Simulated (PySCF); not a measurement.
How methods differ on the excitation energy of Tm

Tm [Xe] 4f13 6s2 (2F) → Tm [Xe] 4f13 5d1 6s1 (high-spin determinant), as a difference of total energies. All numbers are calculated (PySCF 2.14, scalar relativity by spin-free X2C-1e, in cc-pVDZ-X2C (8s7p5d3f1g, 84 functions)). Correlated levels: valence: [Kr] 4d10 frozen. The calculations carry no spin-orbit coupling.

| method | excitation energy (eV) |
| --- | --- |
| UHF | 2.523 |
| MP2 (valence) | 2.936 |
| SCS-MP2 (valence) | 3.129 |
| CCSD (valence) | 3.001 |
| CCSD(T) (valence) | 3.050 |

Problem. How much does correlation contribute at CCSD(T) (valence)?

Solution. 3.050 − (2.523) = 0.527 eV, measured against UHF.

A first-order spin-orbit estimate (lowest level to lowest level, LS coupling) adds 0.074 eV.

The determinant of the upper state mixes LS terms, which raises its energy above the lowest term, most at the Hartree-Fock and MP2 levels.
